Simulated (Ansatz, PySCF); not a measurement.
Ge(F)(Br)(OH)2 (BrFGeH₂O₂), SMILES [OH][Ge]([OH])([F])[Br]. Atoms are numbered in the order given.

```xyz
7

O     -0.8997     1.8161     0.5804
Ge    -0.5258     0.1093     0.3771
O     -1.9209    -0.6697    -0.3380
F     -0.2113    -0.5359     1.9579
Br     1.3161    -0.3230    -0.9005
H     -0.2484     2.2918     1.1155
H     -2.7486    -0.2663    -0.0365
```
Charge 0, spin multiplicity 1.

Geometry: B3LYP-D3(BJ)/def2-SVP. The structure was generated by enumeration, and PubChem lists no compound with its InChIKey, so it may never have been made. The values are those of a single conformer.

Two levels are set side by side: PBE-D3(BJ)/def2-SVP (Ansatz, a program for electronic structure) and B3LYP-D3(BJ)/def2-SVP (Ansatz). Each level has its own optimised geometry; the coordinates shown are those of the second. Frequencies come from the Hessian of PySCF at each geometry. Differences are taken from unrounded values.

```json
[
 {"quantity": "mean bond length (Å)", "B3LYP-D3(BJ)": "1.578", "PBE-D3(BJ)": "1.589", "PBE-D3(BJ) minus B3LYP-D3(BJ)": "0.012"},
 {"quantity": "bond O1–Ge2 (Å)", "B3LYP-D3(BJ)": "1.759", "PBE-D3(BJ)": "1.775", "PBE-D3(BJ) minus B3LYP-D3(BJ)": "0.016"},
 {"quantity": "bond Ge2–O3 (Å)", "B3LYP-D3(BJ)": "1.751", "PBE-D3(BJ)": "1.766", "PBE-D3(BJ) minus B3LYP-D3(BJ)": "0.015"},
 {"quantity": "bond Ge2–F4 (Å)", "B3LYP-D3(BJ)": "1.736", "PBE-D3(BJ)": "1.751", "PBE-D3(BJ) minus B3LYP-D3(BJ)": "0.015"},
 {"quantity": "bond Ge2–Br5 (Å)", "B3LYP-D3(BJ)": "2.283", "PBE-D3(BJ)": "2.288", "PBE-D3(BJ) minus B3LYP-D3(BJ)": "0.006"},
 {"quantity": "bond O1–H6 (Å)", "B3LYP-D3(BJ)": "0.968", "PBE-D3(BJ)": "0.977", "PBE-D3(BJ) minus B3LYP-D3(BJ)": "0.009"},
 {"quantity": "bond O3–H7 (Å)", "B3LYP-D3(BJ)": "0.969", "PBE-D3(BJ)": "0.978", "PBE-D3(BJ) minus B3LYP-D3(BJ)": "0.009"},
 {"quantity": "highest harmonic wavenumber (cm⁻¹)", "B3LYP-D3(BJ)": "3831", "PBE-D3(BJ)": "3717", "PBE-D3(BJ) minus B3LYP-D3(BJ)": "-114"},
 {"quantity": "mean harmonic wavenumber (cm⁻¹)", "B3LYP-D3(BJ)": "890", "PBE-D3(BJ)": "865", "PBE-D3(BJ) minus B3LYP-D3(BJ)": "-25"},
 {"quantity": "zero-point energy (kcal/mol)", "B3LYP-D3(BJ)": "19.09", "PBE-D3(BJ)": "18.55", "PBE-D3(BJ) minus B3LYP-D3(BJ)": "-0.54"}
]
```

Exact exchange shortens and stiffens bonds; PBE has none. Differences between two approximate levels are no errors against the true value.
